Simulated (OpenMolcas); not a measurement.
V2+, Nb2+, Ta2+: d3 down the group

| Property | Result |
| --- | --- |
| Program | OpenMolcas |
| Method | CASSCF |
| Basis | ANO-RCC-VTZP |
| Scalar Hamiltonian | DKH2, point nucleus |
| Spin-orbit coupling | state interaction with AMFI integrals over the reference wave functions, term energies averaged over their components |

Active space for each ion: 3 electrons in 5 orbitals (d).

Computed levels in cm-1 above 4F 3/2:

| Level | V2+ | Nb2+ | Ta2+ |
| --- | --- | --- | --- |
| 4F 5/2 | 153 | 504 | 2329 |
| 4F 7/2 | 365 | 1165 | 4796 |
| 4F 9/2 | 631 | 1946 | 7106 |
| 4P 1/2 | 14866 | 11237 | 12495 |
| 4P 3/2 | 14940 | 11339 | 11679 |
| 2G 7/2 | 15007 | 12020 | 14608 |
| 4P 5/2 | 15112 | 12039 | 15850 |
| 2P 1/2 | 19919 | 15716 | 19280 |
| 2P 3/2 | 20027 | 15587 | 24803 |
| weight of 4F in the lowest level (%) | 100 | 100 | 94 |

Mixed levels, with the weight of the term that names them: Nb2+ 2P 3/2 (58 %), Ta2+ 4P 3/2 (61 %), Ta2+ 2P 3/2 (58 %).

Measured, with the error of the calculation in %. Measured levels: V2+ from Sugar and Corliss, J. Phys. Chem. Ref. Data 7, 1191 (1978); Nb2+ from the list in Shadmi, J. Res. Natl. Bur. Stand. 70A, 435 (1966).

```csv
Level,V2+,Nb2+
4F 5/2,146 (+5.5),516 (-2.2)
4F 7/2,342 (+6.8),1177 (-1.0)
4F 9/2,584 (+8.1),1939 (+0.4)
4P 1/2,11514 (+29.1),8664 (+29.7)
4P 3/2,11592 (+28.9),8608 (+31.7)
2G 7/2,11966 (+25.4),9236 (+30.1)
4P 5/2,11770 (+28.4),9594 (+25.5)
2P 1/2,15580 (+27.9),
2P 3/2,15550 (+28.8),
```

The fine-structure level 4F 9/2 changes by a factor of 11.3 from V2+ to Ta2+.

Without spin-orbit coupling 4P lies 14659, 10620, 10200 cm-1 above 4F in that order; the difference to the level 4P 1/2, of either sign, comes from spin-orbit coupling, which also lowers the zero.

Without dynamic correlation excited terms often stand tens of per cent too high (terms of higher spin than the ground term too low), and those without a measured partner can miss by more than the paired ones. Terms from blocks run as CI alone lack orbitals of their own. Levels of configurations with an s electron are missing; early in the row they begin among the upper levels of the d shell and mix with terms of their name (holds for Nb2+). Configurations with an s electron lie low in 5d ions of this charge, fall among these levels and mix in, so low-spin terms can stand far too high, up to twice their true height, and weights are not those of the real levels (holds for Ta2+). Measured partners are found by configuration, term and J. A level has none where our copy of the source lacks it or the pairing is in doubt (some pairs that miss far off the trend of their configuration count as doubtful), and it then counts in no deviation. Levels of configurations outside the active space are missing.
